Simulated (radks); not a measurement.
Charge is removed step by step from the 2s down level of neutral carbon, starting from [He] 2s(up 1, down 1) 2p2. Calculated with a radial shooting solver on a logarithmic mesh with Libxc functionals: non-relativistic Kohn-Sham, BLYP, spin-polarised, spherical densities, point nucleus; open shells are filled with parallel spins first.

[
 {"removed (e)": "0", "E - E(0) (eV)": "0.000", "eigenvalue (eV)": "-11.874"},
 {"removed (e)": "0.125", "E - E(0) (eV)": "1.559", "eigenvalue (eV)": "-13.074"},
 {"removed (e)": "0.25", "E - E(0) (eV)": "3.270", "eigenvalue (eV)": "-14.309"},
 {"removed (e)": "0.375", "E - E(0) (eV)": "5.137", "eigenvalue (eV)": "-15.573"},
 {"removed (e)": "0.5", "E - E(0) (eV)": "7.164", "eigenvalue (eV)": "-16.858"},
 {"removed (e)": "0.625", "E - E(0) (eV)": "9.352", "eigenvalue (eV)": "-18.149"},
 {"removed (e)": "0.75", "E - E(0) (eV)": "11.701", "eigenvalue (eV)": "-19.419"},
 {"removed (e)": "0.875", "E - E(0) (eV)": "14.203", "eigenvalue (eV)": "-20.579"}
]

The mean slope of the eigenvalue, de/dn, is 9.95 eV per electron.
